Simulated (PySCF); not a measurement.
C₄H₄F₂, SMILES CC=C=C(F)F. Heavy atoms are numbered as in [CH3:1][CH:2]=[C:3]=[C:4]([F:5])[F:6]. Hydrogens are named by the atom that carries them.

The structure is a stationary point at PBE0-D3(BJ)/def2-SVP.

Method: B3LYP/pcSseg-1 in PySCF.

GIAO shieldings, no solvent; atoms alike by connectivity are averaged. δ = σ(ref) − σ: ¹³C against TMS (σ = 181.3 ppm); ¹⁹F against CFCl3 (σ = 161.7 ppm); ¹H against TMS (σ = 31.68 ppm), references at their B3LYP-D3(BJ)/def2-TZVP geometries, non-relativistic.

Q: Estimate the chemical shifts. (An estimate is asked for; the answer gives what the named calculation found.)

A: 
```csv
nucleus,atoms,count,δ (ppm)
¹³C,C3,1,190.7
¹³C,C4,1,164.5
¹³C,C2 (CH),1,126.4
¹³C,C1 (CH3),1,24.9
¹⁹F,F5,2,-111.6
¹H,H on C2,1,6.90
¹H,H on C1,3,2.32
```
